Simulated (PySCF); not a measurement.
## How methods differ on the ionisation energy of Pt²⁺

Pt²⁺ [Xe] 4f14 5d8 (3F) → Pt³⁺ [Xe] 4f14 5d7 (4F), as a difference of total energies. Calculation: PySCF 2.14, in aug-cc-pwCVDZ-PP with ECP60MDF (6s6p5d3f, 70 functions); a scalar-relativistic core potential. Correlated levels: valence: 5s2 5p6 frozen. The calculations carry no spin-orbit coupling.

| method | ionisation energy (eV) |
| --- | --- |
| UHF | 29.142 |
| MP2 (valence) | 30.552 |
| SCS-MP2 (valence) | 30.574 |
| CCSD (valence) | 30.436 |
| CCSD(T) (valence) | 30.487 |

Task: How much does correlation contribute at CCSD(T) (valence)?

Result: 30.487 − (29.142) = 1.345 eV, measured against UHF.

The reference lies between the lowest fine-structure levels, while these numbers refer to the centres of the terms.

Errors of the correlated levels include the incompleteness of this basis and the frozen core.

For comparison: 29 ± 1.6 eV (theoretical estimate listed by NIST; NIST Atomic Spectra Database, ionization energies).
